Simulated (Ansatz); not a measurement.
Program: Ansatz. Geometries: PBE0-D4/def2-TZVP. ΔE: electronic, gas phase. CBS: MP2 limit from def2 TZ/QZ plus the TZ coupled-cluster correction, frozen cores. This one scheme is used for every species, atoms too. DFT in def2-TZVPP. No spin–orbit coupling; open shells (•) take unrestricted orbitals. Spin–orbit coupling would lower the free atoms: a little for B, C; clearly for Ge. For Ge outer-core shells are correlated without core-valence functions, so the limit isn't a true one: a few kJ/mol of doubt a bond, and 10 to 20 or more in all where bonds break to atoms. Scalar relativity is left out up to krypton.

`[BH2][GeH2][CH3]` → B• + C• + Ge• + 7 H•  (atomization)

```csv
level,ΔE (kJ/mol)
PBE-D4,3199.9
ωB97M-V,3194.5
r2SCANh,3197.4
CAM-B3LYP,3200.8
MP2/def2-TZVPP,3136.1
CCSD(T)/def2-TZVPP,3146.9
MP2/def2-QZVPP,3166.8
HF/CBS(def2),2465.4
```

(1) What does CCSD(T)/CBS give? (Best estimate.)

Largest T1 diagnostic among the species: 0.014.

Answers

(1) The calculation gave: +3200.5 kJ/mol. The listed levels differ from it by -0.6, -6.0, -3.1, 0.3, -64.4, -53.6, -33.7, -735.1 kJ/mol.

From r2SCAN to r2SCAN0 (25 % exact exchange), in def2-TZVPP and without D4, ΔE moves by −19.9 kJ/mol: exact exchange takes away binding that semilocal exchange gives to molecules. In def2-TZVPP, CCSD(T) changes the Hartree–Fock value by +681.7 kJ/mol (the triples alone add +27.5 kJ/mol) and MP2 by +670.8 kJ/mol; breaking electron pairs costs correlation energy, which Hartree–Fock lacks.

For atomizations the MP2-based limit and the directly extrapolated one differ by several kJ/mol either way, and by 10 to 25 for some Ge, Se and Sn compounds, so smaller differences from it don't rank the levels.
